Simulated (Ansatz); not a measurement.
KH: state-averaged CASSCF

Computed with Ansatz's Gaussian-basis code (development build). State-averaged CASSCF with equal weights; occupations are averaged over the states; levels count from the state that is lowest in CASSCF. Small basis; these aren't basis-limit values. No symmetry is imposed, so a solution can break that of the shape. The lowest solution met needn't be the lowest there is, nor hold the orbitals that a chemist would pick. The average may hold one member of a degenerate pair alone.

Geometry: bond length 2.2400 Å.

Basis def2-SVP, nonrelativistic, 9 orbitals frozen in the corrections; active space CAS(2,5). Averaged: 2 singlets.

Problem. Give the levels in order.

Solution. 

```tsv
state	CASSCF (eV)	SC-NEVPT2 (eV)
singlet	0.000	0.000
singlet	2.497	2.535
```

Occupations: 1.45, 0.50, 0.04, 0.00, 0.00.

Geometry: bond length 3.3600 Å. A bond is stretched, to 1.44 times the sum of the covalent radii.

Basis def2-SVP, nonrelativistic, 5 orbitals frozen in the corrections; active space CAS(2,5). Averaged: 2 singlets.

Problem. Give the levels in order.

Solution. 

| state | CASSCF (eV) | SC-NEVPT2 (eV) |
| --- | --- | --- |
| singlet | 0.000 | 0.000 |
| singlet | 1.496 | 1.478 |

Occupations: 1.42, 0.50, 0.07, 0.00, 0.00.
